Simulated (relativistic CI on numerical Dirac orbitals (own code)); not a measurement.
## Cu⁴⁺ in a cubic cluster: 1s photoemission with charge transfer

Computed with a charge-transfer multiplet model of a cubic metal-ligand cluster with up to 3 ligand holes, Slater and spin-orbit integrals from Dirac-Coulomb-Breit ions, Slater integrals scaled by 0.9. The ground state mixes d7 with configurations of k ligand holes L, whose averages lie at kΔ + k(k − 1)U_dd/2; a core hole lowers each added d electron by U_cd. 20 K, Lorentzian 1.1 eV and Gaussian 0.6 eV FWHM.

Atomic integrals in eV (Slater integrals scaled, ζ unscaled), ground: F2dd 13.318, F4dd 8.350, zeta_d 0.120; with the core hole: F2dd 14.730, F4dd 9.268, zeta_d 0.161, G2cd 0.094.

Cluster parameters (eV): Δ = 0.6, U_cd = 7.6, 10Dq = 1.85, 10Dq(ligand) = 1, V(eg) = 1.4, V(t2g) = -0.69, final-state hopping factor = 0.9.

| Case | n_d | d7 | d8L | d9L2 | d10L3 | S |
| --- | --- | --- | --- | --- | --- | --- |
| U_dd = 4.5 eV | 7.61 | 0.43 | 0.52 | 0.04 | 0.00 | 0.72 |
| U_dd = 5.2 eV | 7.58 | 0.45 | 0.51 | 0.03 | 0.00 | 0.75 |
| U_dd = 6.6 eV | 7.54 | 0.48 | 0.49 | 0.03 | 0.00 | 0.82 |
| U_dd = 7.3 eV | 7.52 | 0.50 | 0.48 | 0.02 | 0.00 | 0.85 |
| U_dd = 8 eV | 7.51 | 0.51 | 0.47 | 0.02 | 0.00 | 0.88 |

Weights, n_d and S are thermal averages at 20 K. Binding energies count from the first peak over 30 % of the highest in each spectrum, which can be another peak from case to case. The parameters are a model scan and need not match a compound or its usual spin state. Peaks in eV (height, largest 100):
- U_dd = 4.5 eV: 0.0 (100), 3.8 (59), 7.1 (20), 7.7 (20), 10.5 (23), 12.0 (30)
- U_dd = 5.2 eV: 0.0 (100), 3.9 (39), 5.4 (25), 8.0 (15), 10.0 (22), 11.5 (26)
- U_dd = 6.6 eV: 0.0 (100), 5.4 (23), 9.4 (24), 10.8 (22)
- U_dd = 7.3 eV: 0.0 (100), 5.7 (22), 6.7 (19), 9.2 (25), 10.7 (22)
- U_dd = 8 eV: 0.0 (100), 6.2 (22), 6.8 (22), 9.1 (25), 10.5 (22)

For the case U_dd = 6.6 eV, Δ = 0.6 eV is smaller than U_dd = 6.6 eV, the charge-transfer side of the Zaanen-Sawatzky-Allen scheme. With the core hole the average of the configuration with one ligand hole lies at Δ − U_cd = -7.0 eV before mixing: it lies below the unscreened one, so the lowest final states are mostly screened and the unscreened weight appears at higher binding energy as a satellite.
